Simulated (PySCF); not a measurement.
Compound: C₅H₁₂BNO.
Atom-mapped SMILES: `[BH3-:1][N+:2]#[C:3][CH2:4][O:5][CH:6]([CH3:7])[CH3:8]` (hydrogens: H9, H10, H11 on B1; H12, H13 on C4; H14 on C6; H15, H16, H17 on C7; H18, H19, H20 on C8)

Geometry (PBE0-D3(BJ)/def2-SVP, Å), atoms numbered from 1 in this order:
```
atom  x, y, z in Å
B1     3.3105    1.4475   -1.0495
N2     2.2723    0.3367   -0.8894
C3     1.4846   -0.4908   -0.7511
C4     0.4585   -1.5381   -0.5894
O5    -0.8361   -1.0780   -0.7166
C6    -1.4483   -0.5461    0.4590
C7    -2.9285   -0.4771    0.1530
C8    -0.8710    0.8014    0.8573
H9     4.2856    0.9226   -1.5712
H10    3.5373    1.8609    0.0799
H11    2.7871    2.2870   -1.7698
H12    0.6396   -2.2840   -1.3813
H13    0.6450   -2.0383    0.3822
H14   -1.2799   -1.2702    1.2830
H15   -3.4897   -0.1367    1.0348
H16   -3.1126    0.2283   -0.6712
H17   -3.3062   -1.4646   -0.1469
H18    0.1880    0.7425    1.1490
H19   -1.4217    1.2044    1.7200
H20   -0.9584    1.5172    0.0258
```

Theory: PySCF 2.14.0, PBE0-D3(BJ)/def2-SVP geometry optimisation, gas phase.

Take the most abundant isotopes and a rigid rotor. The values belong to one conformer with, in the numbering `[BH3-:1][N+:2]#[C:3][CH2:4][O:5][CH:6]([CH3:7])[CH3:8]`, C3–C4–O5–C6 -86°, C4–O5–C6–C7 -165°.

(1) Give the principal moments of inertia and the rotational constants in MHz.

(2) Classify the top.

(3) What does the inertial defect say?

(4) Give the other two planar moments, Paa and Pbb, and the rms extents of the mass along the axes.

(5) Predict some low-J microwave lines.

(6) Estimate the classical rotational partition function at 10 K, 50 K and 200 K.

## Answers

(1) Ia = 118.77, Ib = 517.90, Ic = 596.86 u·Å²; 505379 MHz·u·Å²/I gives A = 4255, B = 975.8, C = 846.7 MHz.

(2) A near-prolate asymmetric top: κ = (2 × 975.8 − 4255 − 846.7)/(4255 − 846.7) = -0.92.

(3) Not planar: Δ = Ic − Ia − Ib = -39.81 u·Å². For a rigid frame Δ = −2 Σ m c², so Σ m c² = 19.91 u·Å² lies off the ab plane: 10.67 from hydrogen and 9.24 from heavier atoms. The atom farthest from that plane is 1.48 Å away.

(4) Paa = Σ m a² = (Ib + Ic − Ia)/2 = 497.99 and Pbb = Σ m b² = (Ia + Ic − Ib)/2 = 98.87 u·Å². With the mass M = 113.10 u, the rms extents √(P/M) along a, b and c are 2.10, 0.93, 0.42 Å.

(5) The dipole components are |μa| = 6.13 D, |μb| = 2.48 D, |μc| = 2.01 D. The squared components, which scale the intensities, stand as 1.00 : 0.16 : 0.11 (a : b : c). Some lines, for components of 0.1 D or more:

```tsv
type	branch	J(Ka,Kc)	MHz	lower level (cm⁻¹)
a	Q	3(1,2) ← 3(1,3)	775	0.463
a	Q	5(1,4) ← 5(1,5)	1935	0.990
a	R	2(1,2) ← 1(1,1)	3516	0.170
b	Q	4(1,3) ← 4(0,4)	4035	0.606
b	R	4(0,4) ← 3(1,3)	4280	0.463
b	Q	5(1,4) ← 5(0,5)	4415	0.908
a	R	4(2,2) ← 3(2,1)	7324	0.812
c	R	3(1,2) ← 2(0,2)	9200	0.182
c	Q	3(2,2) ← 3(1,2)	9646	0.489
b	Q	2(2,0) ← 2(1,1)	9841	0.300
b	Q	4(3,2) ← 4(2,3)	16731	1.054
b	Q	5(3,3) ← 5(2,4)	16752	1.358
c	R	4(3,2) ← 3(2,2)	24019	0.811
b	Q	5(5,0) ← 5(4,1)	30086	2.697
b	Q	5(5,1) ← 5(4,2)	30086	2.697
b	R	5(4,2) ← 4(3,1)	32520	1.612
c	R	5(4,1) ← 4(3,1)	32520	1.612
c	R	5(4,2) ← 4(3,2)	32521	1.612
c	R	5(5,1) ← 4(4,1)	39207	2.393
```

(6) Point group C1, symmetry number σ = 1; q = (√π/σ)·√((kT/h)³/(ABC)), k/h = 20836.6 MHz/K: 2840 at 10 K, 31800 at 50 K, 254000 at 200 K.

Stationary, but not proved a minimum. No vibrational averaging or centrifugal distortion is included, and the geometry carries the error of its method. A rigid rotor knows nothing of internal rotation, which can split or shift real lines. Quadrupole hyperfine structure (11B, 14N) is left out.

Time: 3.0 min wall; peak memory 0.79 GiB. Hardware: one thread, INTEL XEON PLATINUM 8581C at 2.30 GHz (x86_64), no GPU, on a shared host. These figures are those of the optimisation.
